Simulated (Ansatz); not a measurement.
Triphenylsulfonium tris(triflyl)methide, `O=S(=O)([C-](S(=O)(=O)C(F)(F)F)S(=O)(=O)C(F)(F)F)C(F)(F)F.c1ccc([S+](c2ccccc2)c2ccccc2)cc1`. Total charge 0; singlet. Geometry PBE-D4/def2-SVP; atoms count from 1.

Cartesian coordinates in Å:
```
O 0.431 -4.206 1.537
S 0.467 -3.173 0.487
O 1.144 -1.873 0.752
C -1.144 -2.944 -0.125
S -1.400 -1.748 -1.346
O -0.065 -1.488 -1.968
O -2.235 -0.587 -0.931
C -2.390 -2.567 -2.786
F -2.267 -3.893 -2.755
F -1.833 -2.098 -3.916
F -3.667 -2.209 -2.756
S -2.520 -3.734 0.585
O -2.260 -5.134 0.948
O -3.686 -3.323 -0.231
C -2.796 -2.859 2.260
F -3.415 -1.676 2.062
F -1.631 -2.625 2.884
F -3.568 -3.628 3.031
C 1.477 -3.957 -0.962
F 2.153 -4.996 -0.460
F 0.669 -4.383 -1.935
F 2.349 -3.068 -1.456
C -0.661 1.378 4.212
C -1.492 0.682 3.318
C -1.114 0.525 1.979
C 0.100 1.093 1.560
S 0.503 0.779 -0.161
C -0.351 2.084 -1.055
C -0.667 1.773 -2.388
C -1.332 2.739 -3.156
C -1.688 3.973 -2.589
C -1.387 4.252 -1.246
C -0.713 3.303 -0.463
C 2.241 1.226 -0.326
C 2.658 2.545 -0.577
C 4.030 2.799 -0.715
C 4.958 1.749 -0.609
C 4.518 0.437 -0.370
C 3.150 0.158 -0.234
C 0.952 1.783 2.434
C 0.556 1.923 3.773
H -0.960 1.487 5.265
H -2.437 0.237 3.661
H -1.748 -0.022 1.264
H -0.421 0.780 -2.794
H -1.592 2.513 -4.201
H -2.220 4.722 -3.196
H -1.685 5.212 -0.799
H -0.488 3.501 0.595
H 1.926 3.359 -0.676
H 4.373 3.825 -0.913
H 6.032 1.956 -0.724
H 5.243 -0.387 -0.301
H 2.777 -0.861 -0.049
H 1.912 2.190 2.084
H 1.210 2.457 4.478
```

Single mean-field runs in def2-SVP are fitted with def2-universal-jkfit.

Q: Estimate the Mulliken populations of the heavy atoms from the PBE0/def2-SVP orbitals of Ansatz.

A: 
```csv
atom,charge (e)
O1,-0.44
S2,0.74
O3,-0.49
C4,-0.49
S5,0.75
O6,-0.50
O7,-0.46
C8,0.55
F9,-0.15
F10,-0.17
F11,-0.14
S12,0.74
O13,-0.42
O14,-0.47
C15,0.56
F16,-0.18
F17,-0.16
F18,-0.16
C19,0.55
F20,-0.16
F21,-0.15
F22,-0.16
C23,0.00
C24,-0.03
C25,0.05
C26,-0.15
S27,0.36
C28,-0.17
C29,0.08
C30,-0.03
C31,0.00
C32,-0.03
C33,0.03
C34,-0.18
C35,0.03
C36,-0.03
C37,0.01
C38,-0.03
C39,0.08
C40,0.01
C41,-0.02
```
Mulliken values depend strongly on the basis.

Q: And the Mayer bond orders between heavy atoms (over 0.3, the first 40 of 42)?

A: O1–S2 1.69 (1.47 Å); S2–O3 1.57 (1.49 Å); S2–C4 0.92 (1.74 Å); S2–C19 0.68 (1.93 Å); C4–S5 0.95 (1.73 Å); C4–S12 0.92 (1.74 Å); S5–O6 1.53 (1.50 Å); S5–O7 1.59 (1.49 Å); S5–C8 0.68 (1.93 Å); C8–F9 1.13 (1.33 Å); C8–F10 1.11 (1.34 Å); C8–F11 1.14 (1.33 Å); S12–O13 1.72 (1.47 Å); S12–O14 1.63 (1.48 Å); S12–C15 0.70 (1.91 Å); C15–F16 1.06 (1.35 Å); C15–F17 1.09 (1.34 Å); C15–F18 1.13 (1.34 Å); C19–F20 1.13 (1.34 Å); C19–F21 1.12 (1.33 Å); C19–F22 1.09 (1.34 Å); C23–C24 1.38 (1.40 Å); C23–C41 1.40 (1.40 Å); C24–C25 1.43 (1.40 Å); C25–C26 1.36 (1.40 Å); C26–S27 0.92 (1.80 Å); C26–C40 1.40 (1.40 Å); S27–C28 0.94 (1.80 Å); S27–C34 0.95 (1.80 Å); C28–C29 1.37 (1.40 Å); C28–C33 1.39 (1.40 Å); C29–C30 1.41 (1.40 Å); C30–C31 1.39 (1.40 Å); C31–C32 1.39 (1.40 Å); C32–C33 1.40 (1.40 Å); C34–C35 1.37 (1.41 Å); C34–C39 1.38 (1.41 Å); C35–C36 1.41 (1.40 Å); C36–C37 1.39 (1.40 Å); C37–C38 1.39 (1.40 Å).
